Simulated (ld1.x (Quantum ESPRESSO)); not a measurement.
fluorine, RRKJ: configuration errors across variants

```
Element                 : F (Z = 9)
Generator               : ld1.x (Quantum ESPRESSO) 7.5
Type                    : norm-conserving RRKJ (Kleinman–Bylander form)
Functional              : LDA (PZ)
Relativity              : scalar-relativistic
Frozen core             : [He]
Valence charge          : 7
Reference configuration : 2s2 2p5
Partial waves           : 2s (bound): rc 0.75 bohr; 2p (bound): rc 0.85 bohr; 3d channel at 0.15 Ry: rc 0.75 bohr
Local potential         : the d channel
Core correction         : Bessel-smoothed model core inside 0.40 bohr
rho0                    : 0.005
```

All-electron excitation energies from the reference (eV): (1) 2s2 2p4 19.555; (2) 2s2 2p3 58.067; (3) 2s2 2p2 118.799; (4) 2s1 2p6 18.390; (5) 2s2 2p1 204.666; (6) 2s2 2p5.3 -2.726; (7) 2s2 2p4.5 7.630; (8) 2s2 2p5 spin -0.379; (9) 2s2 2p4 spin 17.723.

Spin tests fill each open shell by Hund’s rule, majority spin first.

2 further variants failed, have other tests or another functional or relativity, and are left out.

Errors AE − PS in meV (a dash: test not solved or not reliable):

| change | (1) | (2) | (3) | (4) | (5) | (6) | (7) | (8) | (9) | bound ghosts |
| --- | --- | --- | --- | --- | --- | --- | --- | --- | --- | --- |
| base | -1.1 | +5.4 | +49 | +5.2 | +198 | +0.3 | -0.7 | +5.3 | +25 | none |
| wave 3d channel at 0.15 Ry: rc 0.75 bohr becomes 3d channel at 6.85 Ry: rc 0.75 bohr | -1.2 | +5.2 | +49 | +5.2 | +197 | +0.2 | -0.7 | +5.3 | +25 | none |
| core correction none | +0.5 | +21 | +122 | +12 | +447 | +0.3 | -0.4 | +34 | +177 | none |
| wave 2s (bound): rc 0.75 bohr becomes 2s (bound): rc 1.12 bohr | -5.6 | -25 | -52 | -4.2 | -50 | +0.1 | -1.4 | +5.3 | +21 | none |
| wave 2p (bound): rc 0.85 bohr becomes 2p (bound): rc 0.60 bohr | -2.5 | -10 | -28 | -2.9 | -59 | +0.3 | -0.8 | +2.4 | +8.5 | none |
| local potential the s channel | -0.9 | +9.5 | +71 | +12 | +271 | +0.3 | -0.7 | +6.0 | +29 | none |
| all radii but the core radius scaled by about 1.17 (s 0.88, p 1.00, d 0.88 bohr) | +0.7 | +27 | +156 | +11 | +542 | +0.2 | -0.5 | +6.2 | +30 | none |

Question: Give the same row for: wave 3d channel at 0.15 Ry: rc 0.75 bohr becomes 3d channel at 0.15 Ry: rc 0.96 bohr.

Answer: -0.7, +7.6, +55, +5.5, +207, +0.3, -0.6, +5.3, +25; bound ghosts: none.
